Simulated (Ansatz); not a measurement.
Name a neutral molecule of Al, C, Te and H with size of the dipole moment (B3LYP/def2-TZVPP) between 1.70 and 2.00 D and ideal-gas entropy at 298 K and 1 bar (rigid rotor, harmonic PBE0-D4/def2-TZVP) between 317 and 333 J/(mol·K) (Ansatz, PBE0-D4/def2-TZVP geometry).

`[TeH][C]1=[CH][AlH]1` (1.75 D, 329 J/(mol·K)). Other molecules can fit too; these were computed, each in one conformer that needn't be the lowest.

B3LYP here is the variant with VWN-RPA as its local correlation; programs differ in this.
